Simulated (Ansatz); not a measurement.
Single points on TiCl4.

```yaml
crystal:
  periodic: [false, false, false]
  atoms:
    - {symbol: Ti, position_ang: [0.000004, -0.000005, 0.000001]}
    - {symbol: Cl, position_ang: [0.009840, -0.015095, 2.172689]}
    - {symbol: Cl, position_ang: [2.045195, 0.010001, -0.733474]}
    - {symbol: Cl, position_ang: [-1.031759, 1.776546, -0.707261]}
    - {symbol: Cl, position_ang: [-1.023270, -1.771458, -0.731954]}
basis:
  gaussian: {orbitals: def2-TZVP, initial_orbitals: start.molden}
hamiltonian: {xc: {name: B97M-V}}
scf: {omitted_lower_state_checks: [starts]}
output: {orbitals: {seedname: orbitals}}
```

The file start.molden holds the orbitals of an earlier run on this structure, at another level or in another basis.

```sh
$ ansatz run in.yaml --threads 2 --pin off --events-out ev --progress --plain --max-ram 4352MiB
```

Shortened log:

```
Functional definition: B97M-V
1437 factors; their error is unknown
mean field evaluation 1: about -73196.3284 eV, gradient 2.8e1 eV
mean field evaluation 2: about -73196.5845 eV, gradient 3.0e-1 eV
mean field evaluation 4: about -73196.5831 eV, gradient 6.2e-2 eV
mean field -73196.58307529 eV, -2689.9248135908 hartree, gradient 5.0e-5 eV, S^2 0.000000; 0 other end points of the search recorded, 0 dependent functions left out
reference -73196.58314085 eV, -2689.9248160001 hartree; 45, 45 occupied and 148, 148 virtual orbitals, 1437 factors
Total energy: -73196.58314085 eV, -2689.9248160001 hartree
Checks for a lower state left out: starts
```

Run time 8 s (2 threads of Intel Xeon 6975P-C on a shared host).

As the first input, with `hamiltonian: {xc: {name: r2SCANh}, dispersion: d4}` (abridged; 7.5 s):

```
Functional definition: r2SCANh
mean field -73210.70790500 eV, -2690.4438915087 hartree, gradient 1.2e-5 eV, S^2 0.000000
Total energy: -73210.76857891 eV, -2690.4461212337 hartree
Checks for a lower state left out: starts
```

First input, but with `gaussian: {orbitals: def2-SVP, initial_orbitals: start.molden}`, `hamiltonian: {xc: pbe0, dispersion: d4}` (abridged; 2 s):

```
Functional definition: PBE0
mean field -73172.58777552 eV, -2689.0430025891 hartree, gradient 3.0e-5 eV, S^2 0.000000
Total energy: -73172.79687825 eV, -2689.0506869727 hartree
Checks for a lower state left out: starts
```

The first input with `hamiltonian: {xc: {name: B2PLYP}}` and without the key `output` (abridged; 7 s):

```
Functional definition: B2PLYP
mean field -73185.41793657 eV, -2689.5145023111 hartree, gradient 8.5e-6 eV, S^2 0.000000
25 core orbitals not correlated: weight in the atoms' cores, before any rotation towards them, 1.000 or more for the frozen orbitals, at most 0.000 for the correlated occupied ones
second order -39.94140707 eV of doubles, -0.00000000 eV of singles
Total energy: -73196.20229900 eV, -2689.9108203202 hartree
Checks for a lower state left out: starts
```

As the first input, with `gaussian: {orbitals: "def2-QZVPP.json", initial_orbitals: start.molden}`, `hamiltonian: {xc: pbe0, dispersion: d4}` (abridged; 17 s):

```
Functional definition: PBE0
mean field -73194.93721135 eV, -2689.8643292067 hartree, gradient 3.8e-5 eV, S^2 0.000000
Total energy: -73195.14627150 eV, -2689.8720120254 hartree
Checks for a lower state left out: starts
```

As the first input, with `hamiltonian: {xc: {text: "exchange = 0.65*pbe_x + 0.35*exact_x\ncorrelation = pbe_c"}}` (abridged; 4.8 s):

```
Functional definition: unnamed
mean field -73194.57875843 eV, -2689.8511563048 hartree, gradient 2.2e-5 eV, S^2 0.000000
Total energy: -73194.57878929 eV, -2689.8511574389 hartree
Checks for a lower state left out: starts
```

The first input with `gaussian: {orbitals: def2-TZVPD, initial_orbitals: start.molden}`, `hamiltonian: {xc: pbe, dispersion: d4}` (abridged; 3.9 s):

```
Functional definition: PBE
mean field -73189.14792700 eV, -2689.6515769309 hartree, gradient 1.8e-5 eV, S^2 0.000000
Total energy: -73189.38714528 eV, -2689.6603680408 hartree
Checks for a lower state left out: starts
```

Geometry: PBE-D4/def2-SVP.

Correlated methods freeze 25 core orbitals; core or outer-core shells of Ti are correlated, in sets that lack core-valence functions.
